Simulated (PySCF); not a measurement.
C3H3, SMILES c1c[cH+]1, charge +1. Atoms are numbered in the order given.

```xyz
6

C      0.7832     0.0000     0.0000
C     -0.3916     0.6783     0.0000
C     -0.3916    -0.6783     0.0000
H      1.8655     0.0000     0.0000
H     -0.9328     1.6156     0.0000
H     -0.9328    -1.6156     0.0000
```
Charge +1, spin multiplicity 1.

Geometry: PBE0-D3(BJ)/def2-TZVP.

Calculation: PBE0-D3(BJ)/def2-TZVP (PySCF).

No scaling factor is applied to the harmonic values.

Modes within 1.5 cm⁻¹ of each other (mostly degenerate sets) share a row, with their intensities summed.

Computed vibrational spectrum:
| mode | ν (cm⁻¹) | IR (km/mol) | moving atoms (share of kinetic energy) |
|---|---|---|---|
| 1 | 779 | 70.6 | H 92 % |
| 2–3 | 940 | 69.0 | H 93 % |
| 4–5 | 1030 | 0.0 | H 68 %, C 32 % |
| 6 | 1048 | 0.0 | H 68 %, C 32 % |
| 7–8 | 1344 | 99.6 | C 92 %, H 8 % |
| 9 | 1685 | 0.0 | C 85 %, H 15 % |
| 10–11 | 3256 | 197.5 | H 91 %, C 9 % |
| 12 | 3305 | 0.0 | H 85 %, C 15 % |
